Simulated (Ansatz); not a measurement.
Reaction (redistribution): `N#[C][Ge]([F])([F])[F]` + `C#[C][SnH2][F]` → `C#[C][Ge]([F])([F])[F]` + `N#[C][SnH2][F]`

Program: Ansatz. Geometries: PBE0-D4/def2-TZVP. ΔE: electronic, gas phase. CBS: MP2 limit from def2 TZ/QZ plus the TZ coupled-cluster correction, frozen cores. Functionals use def2-TZVPP. B3LYP here is the variant with VWN-RPA as its local correlation; programs differ in this. Elements past krypton have def2 core potentials. For Ge, Sn outer-core shells are correlated without core-valence functions, which leaves a few kJ/mol of doubt a bond. Scalar relativity is left out up to krypton.

```json
{"level": "B3LYP-D4", "ΔE (kJ/mol)": "-27.6"}
{"level": "PBE-QIDH", "ΔE (kJ/mol)": "-26.2"}
{"level": "RPA@PBE/def2-TZVPP", "ΔE (kJ/mol)": "-23.9"}
{"level": "HF/def2-QZVPP", "ΔE (kJ/mol)": "-29.8"}
```

**Question.** What does CCSD(T)/CBS give? (Best estimate.)

**Answer.** Ansatz gave: -27.6 kJ/mol. The listed levels differ from it by 0.0, 1.4, 3.7, -2.2 kJ/mol.

**Question.** What do rigid-rotor, harmonic-oscillator terms from PBE0-D4/def2-TZVP frequencies (298.15 K, 1 bar) make of the CCSD(T)/CBS value? (Best estimate.)

**Answer.** Ansatz gave: ΔZPE = +0.4 kJ/mol, ΔH = -27.3 kJ/mol, ΔS = 0 J/(mol·K), ΔG = -27.2 kJ/mol.

Largest T1 diagnostic among the species: 0.014.

Leaving LDA and LC-ωPBE aside and taking each functional with its dispersion term where it has one, the values, not all of them listed here, spread over 4.4 kJ/mol, from BHLYP-D4 to revPBE-D4. In def2-TZVPP, CCSD(T) changes the Hartree–Fock value by +5.0 kJ/mol (the triples alone add +0.8 kJ/mol) and MP2 by +5.9 kJ/mol.
